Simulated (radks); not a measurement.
Q: Species: Ge+. Configuration: [Ar] 3d7.5 4s2 4p3.5 (fractional occupations, a model configuration). All-electron calculation, scalar-relativistic Kohn-Sham, SCAN, spin-polarised, spherical densities, finite nucleus; open shells are filled with parallel spins first; meta-GGA in the generalised Kohn-Sham scheme; Fermi nuclear charge, rms radius 4.0742 fm. Program: a radial shooting solver on a logarithmic mesh with Libxc functionals. Some entries of the table are withheld. Estimate them.

orbital,occ.,eigenvalue (hartree),r(max) (bohr),<1/r> (bohr^-1)
1s up,1,-405.4851,0.03073,32.37
1s down,1,-405.4761,0.03073,32.37
2s up,1,-52.58041,0.1759,7.119
2s down,1,-52.46167,0.1758,7.129
2p up,3,-46.05979,0.1414,6.962
2p down,3,-45.96682,0.1413,6.971
3s up,1,-7.85744,0.5367,2.342
3s down,1,-7.67024,0.5379,2.328
3p up,3,(1),0.5358,2.199
3p down,3,(2),0.5374,2.184
3d up,5,-2.50901,(3),1.924
3d down,2.5,-2.30831,(4),1.906
4s up,1,-1.06099,1.549,0.7398
4s down,1,-0.92886,1.552,0.7264
4p up,3,-0.63896,1.768,0.6251
4p down,0.5,-0.51999,1.787,0.6050

A: 
(1) 3p up eigenvalue (hartree): -5.82067
(2) 3p down eigenvalue (hartree): -5.63110
(3) 3d up r(max) (bohr): 0.4862
(4) 3d down r(max) (bohr): 0.4900
